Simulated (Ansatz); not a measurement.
## Energy profile

The step: GaH₃O₂ ([OH][GaH][OH]) + H₂O → GaH₃O₃ ([OH][Ga]([OH])[OH]) + H₂; bonds formed: H2–H5; dative contacts that become bonds: Ga1–O6; bonds broken: Ga1–H2, H5–O6 (atoms numbered as in the saddle structure below).

```xyz
9
angstrom
Ga 0.0167 -0.0497 0.3317
H -1.1053 1.2285 -0.3487
O -0.8892 -1.5306 0.7204
O 1.2577 0.6037 1.4254
H -0.6328 0.8421 -1.1502
O 0.3196 0.0798 -1.5723
H -0.7396 -1.8481 1.6132
H 1.7322 1.3578 1.0706
H 0.0407 -0.6837 -2.0898
```

Electronic energies by CCSD(T) at an estimated basis limit (MP2 extrapolated from triple and quadruple zeta, plus CCSD(T) − MP2 in triple zeta), on PBE0-D4/def2-TZVP structures; GaH$_{5}$O$_{3}$, singlet; no counterpoise correction. Ansatz 0.2.0; basis: def2-TZVPP and def2-QZVPP; cores frozen in the correlated methods. Filled d shells of the heavier atoms are correlated. The def2 sets are not built for correlating such inner shells, so the correlated values are less sure here. Extrapolation: Hartree–Fock as exp(−7.88 √X), correlation as X^−2.97.

(1) Give the profile in eV, counted from the separated reactants. (To be estimated.)

T1 diagnostic: at most 0.015.

## Answers

(1) The calculation gives:
```json
{"point": "separated: GaH$_{3}$O$_{2}$ (linked as [OH][GaH][OH]; Ga1, H2, O3, O4, H7, H8; singlet) + H$_{2}$O (H5, O6, H9; singlet)", "eV": "0.000"}
{"point": "start structure", "eV": "-0.630"}
{"point": "saddle", "eV": "0.782"}
{"point": "end structure", "eV": "-0.364"}
{"point": "separated: GaH$_{3}$O$_{3}$ (linked as [OH][Ga]([OH])[OH]; Ga1, O3, O4, O6, H7, H8, H9; singlet) + H$_{2}$ (H2, H5; singlet)", "eV": "-0.312"}
```

The step is the kind of ligand exchange by which a precursor binds to a hydroxyl group, or is hydrolysed, in atomic layer deposition of oxides.

For scale, one of the runs: CCSD(T)/def2-TZVPP, 211 basis functions, launched by `ansatz run in.yaml --threads 4 --pin off --events-out ev --progress --plain --max-ram 9574MiB`. The run took 2.4 min on 4 CPU threads of an Intel Xeon (shared host), with 3.2 GiB of host memory at its peak.
